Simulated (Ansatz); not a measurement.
**Pulling the pair apart**

The pair of N$_{2}$ (SMILES N#N, atoms 1–2) and SiH$_{3}$Cl (SMILES [SiH3]Cl, atoms 3–7), both closed shells, in one local arrangement (a lower one may exist), relaxed at PBE0-D4/def2-TZVP:

N1  (0.313, -0.084, -3.350)
N2  (-0.245, 0.044, -2.423)
Si3  (-0.134, 0.038, 1.194)
Cl4  (1.754, -0.437, 0.536)
H5  (-1.079, -0.988, 0.698)
H6  (-0.494, 1.375, 0.671)
H7  (-0.116, 0.051, 2.675)
(Å)

SiH$_{3}$Cl is shifted rigidly along the line between the mean atom positions of the two fragments (negative: closer). Counterpoise interaction energies in kcal/mol. Computed with Ansatz 0.2.0 (basis: def2-TZVPPD); correlated methods freeze the cores. B3LYP uses VWN-RPA correlation.

```json
{"shift (Å)": "-0.36", "PBE-D4": "-0.57", "r2SCAN-D4": "-0.37", "B3LYP-D4": "-0.33"}
{"shift (Å)": "-0.18", "PBE-D4": "-0.91", "r2SCAN-D4": "-0.70", "B3LYP-D4": "-0.69"}
{"shift (Å)": "0.00", "PBE-D4": "-1.00", "r2SCAN-D4": "-0.79", "B3LYP-D4": "-0.77"}
{"shift (Å)": "0.18", "PBE-D4": "-0.96", "r2SCAN-D4": "-0.76", "B3LYP-D4": "-0.71"}
{"shift (Å)": "0.43", "PBE-D4": "-0.80", "r2SCAN-D4": "-0.64", "B3LYP-D4": "-0.55"}
{"shift (Å)": "0.90", "PBE-D4": "-0.47", "r2SCAN-D4": "-0.40", "B3LYP-D4": "-0.25"}
{"shift (Å)": "1.81", "PBE-D4": "-0.09", "r2SCAN-D4": "-0.14", "B3LYP-D4": "0.03"}
{"shift (Å)": "3.62", "PBE-D4": "0.08", "r2SCAN-D4": "-0.01", "B3LYP-D4": "0.15"}
```

At the largest shift the D4 term itself is slightly repulsive (PBE-D4 +4.0 meV, r2SCAN-D4 +0.3 meV, B3LYP-D4 +6.9 meV): a quirk of that model, not of the functional.

Task: What does CCSD(T) give at these shifts? (To be estimated.)

Result: By the calculation: -0.19, -0.61, -0.75, -0.75, -0.65, -0.42, -0.16, -0.03 kcal/mol. For zero shift, CCSD(T) at an estimated basis limit (MP2 extrapolated from triple and quadruple zeta, plus CCSD(T) − MP2 in triple zeta) gives -0.89 kcal/mol. These are counterpoise interaction energies, counted from the two frozen fragments.

T1 diagnostic: at most 0.011.

For scale, one of the runs: CCSD(T)/def2-TZVPPD, 224 basis functions, launched by `ansatz run in.yaml --threads 4 --pin off --events-out ev --progress --plain --max-ram 9574MiB`. Time: 52 s of wall clock on 4 CPU threads of an Arm Neoverse V2; the host was shared. Peak host memory: 3.4 GiB.
